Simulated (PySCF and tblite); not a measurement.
Values are calculated unless marked as measured or tabulated.
System: C₃H₁₀BNO, numbered as in [CH3:1][O:2][BH:3][N:4]([CH3:5])[CH3:6].

The path came from a restrained scan, a climbing-image band and a saddle search at GFN2-xTB; energies are BP86/pcSseg-1 + D3(BJ)//PBE0-D3(BJ)/def2-SVP, thermal terms GFN2-xTB. Rates follow Eyring's equation with the number of equivalent paths and no tunnelling. (PySCF 2.14 with density fitting, tblite 0.8.)

**Question.** How high is the barrier to the rotation about the B3–O2 bond (torsion N4–B3–O2–C1 from 180° to 360°, rising), through which structure does it pass, and what rate follows at 298 K?

**Answer.** The electronic barrier is 8.3 kcal/mol and ΔG‡(298 K) 8.2 kcal/mol, over a C1 saddle with an imaginary mode of 191i cm⁻¹ (GFN2-xTB). With 2 equivalent paths, k is 1.1×10⁷ s⁻¹, a mean lifetime of the start of 89 ns against this motion. The end lies 6.4 kcal/mol above the start in free energy.
